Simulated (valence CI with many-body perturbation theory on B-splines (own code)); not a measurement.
Pb⁶⁹⁺: magnetic and hyperfine properties of the levels

Calculated by relativistic CI+MBPT: three valence electrons over a frozen Dirac-Fock core [Ne], radial functions for each j: 11 s, 11 p, 10 d, 8 f, 5 g, 2 h, with the one-electron correlation potential Σ1, the two-electron term Σ2, the three-electron term Σ3, Breit, model QED; selected CI, second order for the rest, scaled by the run's own slope (own B-spline code, finite nucleus).

No measured spectrum was set against this ion. As an estimate, large intervals hold to a few tenths of a per cent, small ones and those within an open d or f shell to about a per cent.

A/g_I is the dipole constant over the nuclear g factor μ/I (μ in nuclear magnetons, uniformly magnetised nucleus), B/Q the quadrupole constant per barn. Both hold the static response of the core; the bare values leave it out. Large factors of s and p1/2 electrons are usually good to 5 to 10 %; those of open d and f shells near neutrality can be off by tens of per cent, and small factors of p3/2, d and f electrons come from cancelling terms and can be off by a factor of two or in sign, in half-filled shells by more. B is blank for J = 1/2, where it vanishes, and for nearly pure S terms. Energies count from the lowest level.

Levels are named by their leading jj configuration (3d3/2^4 stands for four electrons in 3d with j = 3/2), which in mixed levels can hold well under half, so a name can repeat and another be missing. Letters in brackets count levels of one name in rising energy.

| Level | E (× 10³ cm⁻¹) | g | A/g_I (MHz) | A/g_I bare | B/Q (MHz/b) | B/Q bare |
| --- | --- | --- | --- | --- | --- | --- |
| (3s^2 3p1/2) J=1/2 | 0.00 | 0.642 | 3280000 | 3220000 |  |  |
| (3s 3p1/2^2) J=1/2 | 1603.4 | 2.065 | 9620000 | 9440000 |  |  |
| (3s^2 3p3/2) J=3/2 | 4809.0 | 1.317 | 318000 | 316000 | 644000 | 637000 |
| (3s 3p1/2 3p3/2) J=3/2 [a] | 6125.3 | 1.613 | 2080000 | 2040000 | 525000 | 519000 |
| (3s 3p1/2 3p3/2) J=5/2 | 6295.8 | 1.326 | 2740000 | 2700000 | 555000 | 549000 |
| (3s 3p1/2 3p3/2) J=3/2 [b] | 6476.0 | 0.969 | 297000 | 298000 | 280000 | 277000 |
| (3s 3p1/2 3p3/2) J=1/2 | 6577.7 | 1.278 | -3730000 | -3650000 |  |  |
| (3s^2 3d3/2) J=3/2 | 6972.5 | 0.830 | 48200 | 54700 | 161000 | 162000 |
| (3s^2 3d5/2) J=5/2 | 7943.3 | 1.188 | 102000 | 105000 | 130000 | 133000 |
| (3s 3p1/2 3d3/2) J=3/2 [a] | 8019.0 | 0.861 | -252000 | -241000 | 300000 | 299000 |
| (3s 3p1/2 3d3/2) J=3/2 [b] | 8140.7 | 0.918 | 62000 | 66900 | 359000 | 356000 |
| (3s 3p1/2 3d3/2) J=5/2 | 8229.7 | 1.010 | 2660000 | 2620000 | 67500 | 70900 |
| (3s 3p1/2 3d3/2) J=1/2 | 8478.7 | 0.406 | -4010000 | -3930000 |  |  |
| (3s 3p1/2 3d3/2) J=3/2 [c] | 8558.6 | 1.268 | 2340000 | 2300000 | 137000 | 136000 |
| (3s 3p1/2 3d5/2) J=5/2 [a] | 9293.7 | 1.346 | 902000 | 891000 | 125000 | 127000 |
| (3s 3p1/2 3d5/2) J=7/2 | 9432.4 | 1.229 | 1890000 | 1860000 | 56000 | 59600 |
| (3s 3p1/2 3d5/2) J=5/2 [b] | 9524.3 | 1.031 | -22500 | -15600 | 132000 | 133000 |
| (3s 3p1/2 3d5/2) J=3/2 | 9561.9 | 1.110 | -2330000 | -2280000 | 71800 | 73600 |
| (3p1/2^2 3d3/2) J=3/2 | 10007 | 0.774 | 174000 | 175000 | 112000 | 115000 |
| (3s 3p3/2^2) J=5/2 | 11037 | 1.433 | 2180000 | 2150000 | 98100 | 96900 |
| (3p1/2^2 3d5/2) J=5/2 | 11218 | 1.187 | 60100 | 67700 | 104000 | 107000 |
| (3s 3p3/2^2) J=1/2 | 11385 | 1.936 | 9690000 | 9500000 |  |  |
| (3s 3p3/2^2) J=3/2 | 11449 | 1.186 | -1560000 | -1520000 | -75500 | -74600 |
| (3p1/2 3p3/2^2) J=5/2 | 12776 | 1.179 | 1340000 | 1320000 | 40900 | 40700 |
| (3p1/2 3p3/2^2) J=3/2 | 12833 | 1.424 | 24700 | 35400 | -48.7 | -183 |
| (3p1/2 3p3/2^2) J=1/2 | 12988 | 0.942 | 5040000 | 4940000 |  |  |
| (3s 3p3/2 3d3/2) J=3/2 [a] | 13041 | 1.266 | 854000 | 845000 | 10200 | 7790 |
| (3s 3p3/2 3d3/2) J=1/2 [a] | 13061 | 1.892 | 2500000 | 2460000 |  |  |
| (3s 3p3/2 3d3/2) J=5/2 [a] | 13098 | 1.190 | 787000 | 780000 | 300000 | 296000 |
| (3s 3p3/2 3d3/2) J=7/2 | 13107 | 1.210 | 1570000 | 1550000 | 719000 | 714000 |
| (3s 3p3/2 3d3/2) J=3/2 [b] | 13376 | 0.988 | 505000 | 502000 | -330000 | -325000 |
| (3s 3p3/2 3d3/2) J=5/2 [b] | 13481 | 0.969 | -273000 | -261000 | 354000 | 354000 |
| (3s 3p3/2 3d3/2) J=1/2 [b] | 13541 | 0.611 | 2220000 | 2180000 |  |  |
| (3s 3p3/2 3d5/2) J=9/2 | 13915 | 1.317 | 1220000 | 1200000 | 785000 | 780000 |
| (3s 3p3/2 3d5/2) J=5/2 [a] | 14120 | 1.339 | 1840000 | 1810000 | -348000 | -343000 |
| (3s 3p3/2 3d5/2) J=7/2 [a] | 14194 | 1.253 | 777000 | 768000 | 379000 | 377000 |
| (3s 3p3/2 3d5/2) J=3/2 [a] | 14231 | 1.137 | -905000 | -880000 | -363000 | -359000 |
| (3s 3p3/2 3d5/2) J=7/2 [b] | 14379 | 1.192 | -156000 | -146000 | 379000 | 379000 |
| (3s 3p3/2 3d5/2) J=1/2 | 14455 | 0.727 | -3080000 | -3020000 |  |  |
| (3s 3p3/2 3d5/2) J=3/2 [b] | 14559 | 1.296 | 2260000 | 2220000 | 198000 | 198000 |

(1) Take the isotope of mass number 207, with I = 1/2, μ = 0.5906 μN. What is the hyperfine structure of (3s^2 3d3/2) J=3/2?

Results:

(1) From the table A = 56900 MHz. Shifts from the centre of gravity in MHz: F = 1: -71100, F = 2: 42700.
